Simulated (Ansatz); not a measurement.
The cluster K₂Sn₂Cl₆. The state is a singlet with charge 0. Geometry r2SCAN-D4/def2-SVP.

Cartesian coordinates in Å:
```
K 2.126 2.157 -0.130
K -3.378 -0.736 -0.509
Sn 0.824 -1.000 -2.024
Sn -0.262 -0.581 1.852
Cl -2.712 0.036 2.259
Cl 2.346 -0.962 0.001
Cl 2.062 1.071 -2.936
Cl -1.036 -2.512 -0.281
Cl -0.670 0.795 -0.697
Cl 0.701 1.732 2.466
```

In the def2 sets Sn takes a core potential; there is no spin–orbit coupling. Another isomer (singlet) lies 0.70 eV lower at PBE0-D4/def2-TZVP; other spin states weren't run for this one.

(1) Estimate the orbital energies around the gap (eV) in Ansatz with PBE-D4/def2-TZVP, r2SCAN-D4/def2-TZVP, PBE0-D4/def2-TZVP.

Results:

(1) 
```json
{"orbital": "HOMO−5", "PBE-D4/def2-TZVP": "-6.67", "r2SCAN-D4/def2-TZVP": "-7.03", "PBE0-D4/def2-TZVP": "-8.03"}
{"orbital": "HOMO−4", "PBE-D4/def2-TZVP": "-6.64", "r2SCAN-D4/def2-TZVP": "-7.00", "PBE0-D4/def2-TZVP": "-8.00"}
{"orbital": "HOMO−3", "PBE-D4/def2-TZVP": "-6.56", "r2SCAN-D4/def2-TZVP": "-6.92", "PBE0-D4/def2-TZVP": "-7.93"}
{"orbital": "HOMO−2", "PBE-D4/def2-TZVP": "-6.50", "r2SCAN-D4/def2-TZVP": "-6.85", "PBE0-D4/def2-TZVP": "-7.84"}
{"orbital": "HOMO−1", "PBE-D4/def2-TZVP": "-5.96", "r2SCAN-D4/def2-TZVP": "-6.23", "PBE0-D4/def2-TZVP": "-7.00"}
{"orbital": "HOMO", "PBE-D4/def2-TZVP": "-5.68", "r2SCAN-D4/def2-TZVP": "-5.93", "PBE0-D4/def2-TZVP": "-6.69"}
{"orbital": "LUMO", "PBE-D4/def2-TZVP": "-2.17", "r2SCAN-D4/def2-TZVP": "-2.04", "PBE0-D4/def2-TZVP": "-1.51"}
{"orbital": "LUMO+1", "PBE-D4/def2-TZVP": "-2.02", "r2SCAN-D4/def2-TZVP": "-1.87", "PBE0-D4/def2-TZVP": "-1.36"}
{"orbital": "LUMO+2", "PBE-D4/def2-TZVP": "-1.44", "r2SCAN-D4/def2-TZVP": "-1.18", "PBE0-D4/def2-TZVP": "-0.90"}
{"orbital": "LUMO+3", "PBE-D4/def2-TZVP": "-1.39", "r2SCAN-D4/def2-TZVP": "-0.84", "PBE0-D4/def2-TZVP": "-0.73"}
{"orbital": "LUMO+4", "PBE-D4/def2-TZVP": "-1.07", "r2SCAN-D4/def2-TZVP": "-0.64", "PBE0-D4/def2-TZVP": "-0.51"}
{"orbital": "LUMO+5", "PBE-D4/def2-TZVP": "-0.89", "r2SCAN-D4/def2-TZVP": "-0.62", "PBE0-D4/def2-TZVP": "-0.19"}
```
